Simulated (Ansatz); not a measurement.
One change: `OC(=[Se])O[SiH3]` becomes `NC(O)=[Se]`.

Ansatz, PBE0-D4/def2-TZVP geometries, multiplicity 1. Each molecule was computed in one conformer, which needn't be the lowest.

Scalar relativity is left out up to krypton. Spin–orbit coupling is left out; it splits and shifts lone-pair levels of the heavy atoms by tenths of an eV.

```
                             property  `OC(=[Se])O[SiH3]`
 HOMO–LUMO gap (PBE0/def2-TZVPP) / eV                5.43
    LUMO energy (PBE/def2-TZVPP) / eV               -2.13
  LUMO energy (B3LYP/def2-TZVPP) / eV               -1.44
   HOMO energy (PBE0/def2-TZVPP) / eV               -6.66
HOMO energy (ωB97M-V/def2-TZVPP) / eV               -8.78
LUMO energy (ωB97M-V/def2-TZVPP) / eV                0.92
```

(1) Give the same properties after the change, and the shifts. (Best estimate.)

Answers

(1) Ansatz gave: 
```csv
property,`NC(O)=[Se]`,shift
HOMO–LUMO gap (PBE0/def2-TZVPP) / eV,5.57,0.14
LUMO energy (PBE/def2-TZVPP) / eV,-1.47,0.66
LUMO energy (B3LYP/def2-TZVPP) / eV,-0.79,0.65
HOMO energy (PBE0/def2-TZVPP) / eV,-6.13,0.53
HOMO energy (ωB97M-V/def2-TZVPP) / eV,-8.27,0.51
LUMO energy (ωB97M-V/def2-TZVPP) / eV,1.59,0.67
```

With PBE0 the HOMO rises by 0.53 eV and the LUMO rises by 0.65 eV, so the gap widens by about 0.12 eV. PBE moves the HOMO by 0.51 eV and ωB97M-V by 0.51 eV.

B3LYP here is the variant with VWN-RPA as its local correlation; programs differ in this.
